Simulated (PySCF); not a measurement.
Numbering as in the mapped SMILES `[F:1][C:2]([F:3])([F:4])[CH2:5][SiH2:6][P:7]([SiH3:8])[SiH3:9]`. Hydrogens are named by the atom that carries them.

GIAO PBE0/pcSseg-1 shifts (PySCF 2.14.0 with density-fitted response routines, gas phase, non-relativistic, equivalent atoms averaged), each against references optimised in the same way as the molecule (CFCl3, TMS, H3PO4).

On the GFN2-xTB geometry: F1/F3/F4 -72.2, C2 136.3, C5 23.1, Si6 -42.9, Si8/Si9 -79.3, P7 -368.7, H(Si6) 4.59, H(Si8)/H(Si9) 4.12, H(C5) 1.79 ppm.

What changes on the PBE0-D3(BJ)/def2-SVP geometry?

Answers


```
        atoms  δ (ppm)  change
     F1/F3/F4    -71.8    +0.4
           C2    131.4    -4.9
           C5     22.0    -1.1
          Si6    -35.2    +7.7
      Si8/Si9    -66.5   +12.8
           P7   -372.4    -3.7
       H(Si6)     4.40   -0.19
H(Si8)/H(Si9)     4.09   -0.03
        H(C5)     1.63   -0.16
```

Unscaled 19F shifts against computed CFCl3 carry errors that often reach 10 to 50 ppm.

Part of each change is the reference's own: σ(CFCl3, F) goes from 170.9 to 177.2 ppm, σ(TMS, C) goes from 186.9 to 184.4 ppm, σ(TMS, Si) goes from 349.2 to 352.0 ppm, σ(H3PO4, P) goes from 318.4 to 310.1 ppm, σ(TMS, H) goes from 31.72 to 31.27 ppm.

Bonds between heavy atoms that differ most (equivalent bonds averaged): Si6–P7 2.217 → 2.258 Å, P7–Si8 2.230 → 2.259 Å, C2–C5 1.491 → 1.502 Å, C5–Si6 1.907 → 1.898 Å, F1–C2 1.345 → 1.338 Å. Mean change of bonds to hydrogen: C–H +0.012 Å, Si–H +0.031 Å. The two structures also differ in conformation, which adds to the changes.
